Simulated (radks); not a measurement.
Task: The mean radii <r> (bohr) of the occupied orbitals of an atom or ion are listed with their occupations. All-electron calculation, scalar-relativistic Kohn-Sham, exchange-only LDA, spin-polarised, spherical densities, point nucleus. Program: a radial shooting solver on a logarithmic mesh with Libxc functionals.

orbital  occ.      <r>
1s          2  0.02276
2s          2  0.09616
2p          6  0.08458
3s          2   0.2358
3p          6   0.2301

Name the element and its charge. Open shells, if any, are filled with parallel spins first.

Result: Z = 62, samarium, charge +44: Sm44+ in [Ar]. The 1s radius gives Z: for a bare nucleus <r> = (2 gamma + 1)/(2Z) with gamma = sqrt(1 - (Z/c)^2), 0.02245 bohr for Z = 62, and screening makes it slightly larger (0.02276 here). The occupations add up to 18, and the charge is Z minus that.
